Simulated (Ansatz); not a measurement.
`[SiH3]CCCl` and `[SiH3]CCI` differ in one element.

Ansatz, PBE0-D4/def2-TZVP geometries, multiplicity 1. Each molecule was computed in one conformer, which needn't be the lowest.

Elements past krypton have def2 core potentials.  Spin–orbit coupling is left out; it splits and shifts lone-pair levels of the heavy atoms by tenths of an eV.

```tsv
property	`[SiH3]CCCl`
HOMO–LUMO gap (PBE/def2-TZVPP) / eV	6.28
size of the dipole moment (B3LYP/def2-TZVPP) / D	1.49
HOMO–LUMO gap (ωB97M-V/def2-TZVPP) / eV	12.52
size of the dipole moment (ωB97M-V/def2-TZVPP) / D	1.48
HOMO–LUMO gap (PBE0/def2-TZVPP) / eV	8.61
LUMO energy (PBE0/def2-TZVPP) / eV	0.28
```

(1) What does the change do to each property? (Best estimate.)

## Answers

(1) Ansatz gave: 
```
                                          property  `[SiH3]CCI`  shift
               HOMO–LUMO gap (PBE/def2-TZVPP) / eV         4.27  -2.01
  size of the dipole moment (B3LYP/def2-TZVPP) / D         1.52   0.03
           HOMO–LUMO gap (ωB97M-V/def2-TZVPP) / eV        10.36  -2.16
size of the dipole moment (ωB97M-V/def2-TZVPP) / D         1.48   0.00
              HOMO–LUMO gap (PBE0/def2-TZVPP) / eV         6.30  -2.31
                LUMO energy (PBE0/def2-TZVPP) / eV        -0.96  -1.24
```

With PBE0 the HOMO rises by 1.07 eV and the LUMO falls by 1.24 eV, so the gap narrows by about 2.31 eV. PBE moves the HOMO by 0.83 eV and ωB97M-V by 1.18 eV. Dipoles are sizes alone; their direction can turn.

Positive LUMOs are unbound, so they and the gaps depend on the basis.

B3LYP here is the variant with VWN-RPA as its local correlation; programs differ in this.
